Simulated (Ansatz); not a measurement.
Be5 (the lowest singlet isomer of a short search) was relaxed with PBE (def2-TZVP) in Ansatz in these states: charge +1 doublet, neutral quintet, neutral singlet, neutral triplet. The geometries follow in no particular order.

A:

Cartesian coordinates in Å:
```
Be 0.219 1.096 -0.551
Be -0.488 -1.090 -0.363
Be 1.453 -0.523 -0.559
Be -1.525 0.516 0.325
Be 0.341 0.001 1.148
```

B:

```xyz
5

Be    1.114    0.188    0.383
Be   -0.609   -0.953    0.379
Be   -0.617    0.927    1.339
Be    0.617   -0.927   -1.339
Be   -0.505    0.766   -0.763
```

C:

```xyz
5

Be    0.212   -0.762   -0.814
Be    0.660   -0.181    1.089
Be    1.212    0.980   -0.555
Be   -1.225   -0.937    0.602
Be   -0.860    0.899   -0.322
```

D:

```xyz
5

Be   -0.403   -0.673   -0.855
Be    0.422    1.054   -0.240
Be   -1.565    0.674    0.207
Be    1.565   -0.674   -0.208
Be   -0.019   -0.382    1.096
```

Task: Judge from the bond lengths which geometry belongs to which state (an estimate).

Result: A is the neutral triplet (Be2–Be5 2.040 Å, Be1–Be2 2.305 Å, Be1–Be3 2.036 Å); B is the charge +1 doublet (Be2–Be5 2.066 Å, Be1–Be2 2.066 Å, Be1–Be3 2.110 Å); C is the neutral quintet (Be2–Be5 2.338 Å, Be1–Be2 2.039 Å, Be1–Be3 2.025 Å); D is the neutral singlet (Be2–Be5 2.011 Å, Be1–Be2 2.011 Å, Be1–Be3 2.072 Å).

At PBE0/def2-TZVP a singlet lies 0.08 eV below the neutral triplet. At PBE0/def2-TZVP a singlet lies 1.60 eV below the neutral quintet. These are the stationary points nearest to one start from a short search; other shapes may lie lower in each state.
